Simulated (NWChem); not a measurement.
Molecule: CHF₂NOSi; SMILES O=C=N[SiH](F)F

```xyz
7

Si    -0.0001     0.8958     0.3822
F     -1.2923     1.5240    -0.3323
F      1.2910     1.5246    -0.3337
N      0.0001    -0.7785     0.1357
C      0.0006    -1.9616    -0.0671
O      0.0009    -3.1088    -0.2545
H      0.0006     1.2470     1.8081
```
Atoms are numbered in this order, from 1.

Computed with NWChem. Geometry: optimised at PBE0/def2-SVP. Atomic charges in e: unrestrained fits to the electrostatic potential beside Mulliken populations; buried atoms are poorly determined by the fit.

Q: Predict the results for B3LYP/def2-SVP. Quantities: ESP Si1; Mulliken Si1; ESP F2; Mulliken F2; ESP F3; Mulliken F3; ESP N4; Mulliken N4; ESP C5; Mulliken C5; relative RMS misfit of the potential (%).

A: 
| Quantity | Result |
|---|---|
| ESP Si1 | 1.06 |
| Mulliken Si1 | 0.97 |
| ESP F2 | -0.32 |
| Mulliken F2 | -0.32 |
| ESP F3 | -0.32 |
| Mulliken F3 | -0.32 |
| ESP N4 | -0.58 |
| Mulliken N4 | -0.21 |
| ESP C5 | 0.69 |
| Mulliken C5 | 0.10 |
| relative RMS misfit of the potential (%) | 21 |
